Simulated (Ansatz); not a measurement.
`CO[Si](F)(F)C#N` → `N#C[SiH](F)F` + `C=O` at 298.15 K and 1 bar (β-hydride elimination).

Computed with Ansatz on PBE0-D4/def2-TZVP structures; ΔE is electronic, products minus reactants. CCSD(T)/CBS is the MP2 limit (def2-TZVPP, def2-QZVPP) plus CCSD(T) − MP2 in def2-TZVPP, frozen cores. This one scheme is used for every species. One conformer a species, not always the lowest.

| species | CCSD(T)/CBS energy (Eh) | H − E (kJ/mol) | S (J/(mol·K)) |
| --- | --- | --- | --- |
| `CO[Si](F)(F)C#N` | -696.62572 | 177.4 | 387.8 |
| `N#C[SiH](F)F` | -582.14390 | 78.6 | 315.0 |
| `C=O` | -114.39408 | 80.1 | 218.6 |

H − E and S are ideal-gas, rigid-rotor, harmonic terms from PBE0-D4/def2-TZVP, for one conformer and one mirror image of each species. 1 Eh = 2625.50 kJ/mol, R = 8.31446 J/(mol·K).

Task: By hand: ΔE, ΔH, ΔS and ΔG.

Result: ΔE = (-582.14390) + (-114.39408) − (-696.62572) = 0.08774 Eh = 230.4 kJ/mol. Δ(H − E) = 78.6 + 80.1 − 177.4 = -18.7, so ΔH = 211.7 kJ/mol. ΔS = 315.0 + 218.6 − 387.8 = 145.8 J/(mol·K). ΔG = 211.7 − 298.15 × (145.8)/1000 = 168.2 kJ/mol.

Task: By hand: the equilibrium constant, and the temperature at which ΔG would vanish if ΔH and ΔS stayed fixed.

Result: log₁₀ K = −ΔG/(RT ln 10) = -29.5. ΔG = 0 at ΔH/ΔS = 1452 K.

The number of gas molecules changes by +1, which sets the sign of ΔS. A doubt of 5 kJ/mol in ΔE shifts log₁₀ K by 0.9 here. Other conformers and mirror images would add mixing entropy, several J/(mol·K) or more a flexible species. Modes under 60 cm⁻¹, often nearly free rotors, make the harmonic entropy too high. These are equilibria of isolated gas molecules and say nothing of rates. Largest T1 diagnostic: 0.015 (customary marks: 0.02 for closed shells, 0.045 for open ones).
